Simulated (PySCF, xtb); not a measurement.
BBr₂, charge -1, multiplicity 1. Atoms are numbered in the order given.

```xyz
3

B      0.0000     0.0000    -1.2262
Br     0.0000     1.6762     0.0876
Br     0.0000    -1.6762     0.0876
```
Charge -1, spin multiplicity 1.

The structure is a stationary point at B3LYP-D3(BJ)/def2-SVPD.

The numbers are results of IEF-PCM-B3LYP/def2-SVPD (PySCF), not measurements.

The values are the electrostatic part of the solvation free energy, E(continuum) − E(gas) at the gas-phase geometry, in a cavity of scaled van der Waals radii (PySCF's table); cavitation and dispersion terms are not included. In vacuum the orbital gap is 3.55 eV.

| solvent | ε | ΔG(elec) (kcal/mol) | gap (eV) |
|---|---|---|---|
| water | 78.36 | -50.3 | 3.61 |
| ethylethanoate | 5.99 | -42.2 | 3.59 |
| dimethylsulfoxide | 46.83 | -49.9 | 3.61 |

For comparison, GFN2-xTB/ALPB(water) (xtb, at the GFN2-xTB geometry, all terms of that model) gives -52.1 kcal/mol.
